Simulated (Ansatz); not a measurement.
ClH2In (`[Cl][InH2]`). Total charge 0; spin multiplicity 1. In takes the def2 core potential.

Problem. List the harmonic frequencies (cm⁻¹, unscaled) at PBE0-D4/def2-TZVP in Ansatz. (Estimate.)

Solution. Computed: 350, 404, 545, 576, 1874, 1885.

Problem. Is this a minimum?

Solution. Yes, all 6 modes are real.

Problem. Give the ideal-gas thermochemistry at 298.15 K and 1 bar (rigid rotor, harmonic oscillator; point group C2v, symmetry number 2).

Solution. Zero-point energy 33.7 kJ/mol; H(298) − E = 46.3 kJ/mol; entropy 276.1 J/(mol·K), of which translation 171.5, rotation 91.3, vibration 13.2; G(298) − E = -36.0 kJ/mol.

Problem. Rotational constants (cm⁻¹)?

Solution. 3.368, 0.1112, 0.1076.
